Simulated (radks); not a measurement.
All-electron atom: the gallium ion Ga4+ in [Ar] 3d9. Calculated with a radial shooting solver on a logarithmic mesh with Libxc functionals: Dirac Kohn-Sham, PBE, spin-unpolarised, spherical densities, finite nucleus; open shells fill j = l - 1/2 first; Fermi nuclear charge, rms radius 3.9973 fm.

Unscreened Slater integrals over Kohn-Sham orbitals (hartree). Large and small components are both included.

F0(3d5/2,3d5/2): 1.2355
F2(3d5/2,3d5/2): 0.58037
F4(3d5/2,3d5/2): 0.36279
F0(3d5/2,3d3/2): 1.2390
F2(3d5/2,3d3/2): 0.58191
G2(3d5/2,3d3/2): 0.58111
G4(3d5/2,3d3/2): 0.36326
F0(3d5/2,3p3/2): 1.2813
F2(3d5/2,3p3/2): 0.61050
G1(3d5/2,3p3/2): 0.74817
G3(3d5/2,3p3/2): 0.45827
F0(3d5/2,3p1/2): 1.2908
G3(3d5/2,3p1/2): 0.46198
F0(3d3/2,3d3/2): 1.2425
F2(3d3/2,3d3/2): 0.58347
F0(3d3/2,3p3/2): 1.2850
F2(3d3/2,3p3/2): 0.61197
G1(3d3/2,3p3/2): 0.74915
G3(3d3/2,3p3/2): 0.45895
F0(3d3/2,3p1/2): 1.2945
G1(3d3/2,3p1/2): 0.75735
F0(3p3/2,3p3/2): 1.3411
F2(3p3/2,3p3/2): 0.67098
F0(3p3/2,3p1/2): 1.3512
G2(3p3/2,3p1/2): 0.67501
F0(3p1/2,3p1/2): 1.3616
